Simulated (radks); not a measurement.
Results of a calculation; reference values are marked as such.
Valence configurations of Ni I (all share [Ar]). Level of theory: non-relativistic Kohn-Sham, PBE, spin-polarised, spherical densities, point nucleus; open shells are filled with parallel spins first (a radial shooting solver on a logarithmic mesh with Libxc functionals). Energies are relative to 3d8 4s2; eigenvalues in eV for spin up.

valence          E (eV)  moment (Bohr magnetons)    e(3d)   e(4p)   e(4s)
3d9 4s1          -1.521                        2   -5.217       -  -4.767
3d8.5 4s1.5      -1.052                        2   -7.500       -  -5.210
3d10             -0.337                        0   -1.966       -       -
3d8 4s2           0.000                        2  -10.116       -  -5.682
3d9 4s0.5 4p0.5   0.382                        2   -6.190  -1.515  -5.399
3d8 4s1.5 4p0.5   1.866                        3  -11.033  -2.016  -6.579
3d9 4p1           2.353                        2   -7.054  -1.935       -
3d8 4s1 4p1       3.433                        4  -11.751  -2.523  -7.282
3d7 4s2 4p1       9.163                        4  -17.975  -2.984  -8.364
3d7 4s1 4p2      12.663                        6  -19.177  -3.864  -9.536

NIST lists [Ar] 3d8 4s2 as the ground configuration; this level of theory puts 3d9 4s1 lower, by 1.521 eV. The energies are those of spherical high-spin densities, not of single terms.
